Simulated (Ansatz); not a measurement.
Frontier orbitals of `C=N[SiH](F)F`.

Total charge 0; spin multiplicity 1. The geometry is a stationary point of PBE0-D4/def2-TZVP. It is one conformer, not always the lowest. Basis def2-TZVPP, the Gaussian-basis code of Ansatz.

| functional | HOMO (eV) | LUMO (eV) | gap (eV) |
| --- | --- | --- | --- |
| LDA (SPW92) | -6.46 | -2.98 | 3.48 |
| PBE | -6.34 | -2.70 | 3.64 |
| r2SCAN | -6.62 | -2.48 | 4.14 |
| PBE0 | -7.80 | -1.59 | 6.21 |
| r2SCAN0 | -8.00 | -1.46 | 6.54 |
| CAM-B3LYP | -9.24 | -0.38 | 8.86 |
| ωB97M-V | -10.15 | 0.67 | 10.82 |

Against PBE, PBE0 changes HOMO and LUMO by −1.46 and +1.11 eV, ωB97M-V by −3.81 and +3.37 eV. A gap of 3.63 eV thus becomes 10.82 eV for the same molecule, so an orbital gap means little without its functional. A positive LUMO is unbound and depends on the basis.
